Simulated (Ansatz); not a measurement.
Na8Cl8 (started as a model of: 2x2x4 NaCl rock-salt block) was relaxed with PBE-D4 (def2-SVP) in Ansatz in these states: charge +1 doublet, neutral singlet. The geometries follow in no particular order.

A:

```csv
atom,x (Å),y (Å),z (Å)
Na1,0.037,2.900,3.106
Cl2,1.129,1.997,0.888
Na3,1.755,0.626,-1.309
Cl4,2.702,-0.454,-3.554
Cl5,-2.460,2.969,2.296
Na6,-1.534,1.677,0.158
Cl7,-0.875,0.641,-2.208
Na8,0.169,-0.756,-4.178
Cl9,-0.028,0.640,4.442
Na10,0.692,-0.455,2.121
Cl11,1.675,-1.801,0.042
Na12,2.241,-2.741,-2.350
Na13,-2.448,0.597,3.422
Cl14,-1.929,-0.837,1.277
Na15,-0.914,-1.847,-0.970
Cl16,-0.214,-3.156,-3.183
```

B:

```xyz
16

Na    0.263   -2.814   -3.400
Cl   -1.038   -0.996   -1.978
Na   -2.093    0.837   -0.347
Cl   -3.310    2.703    1.188
Cl    2.587   -1.510   -3.271
Na    1.349    0.391   -1.797
Cl    0.191    2.393   -0.463
Na   -1.076    4.157    1.056
Cl    1.165   -4.095   -1.241
Na   -0.098   -2.260    0.293
Cl   -1.400   -0.587    1.917
Na   -2.581    1.308    3.343
Na    3.395   -2.651   -0.999
Cl    2.247   -0.811    0.524
Na    0.843    1.032    1.851
Cl   -0.442    2.903    3.324
```

Judge from the bond lengths which geometry belongs to which state (an estimate).

A is the neutral singlet (Na8–Na12 3.402 Å, Na1–Na13 3.402 Å, Na1–Na10 3.557 Å); B is the charge +1 doublet (Na8–Na12 3.951 Å, Na1–Na13 3.950 Å, Na1–Na10 3.752 Å).

At PBE-D4/def2-SVP the gap within one spin of the relaxed charge 1 doublet nearly closes, so an electron or hole may be smeared out by delocalisation error.
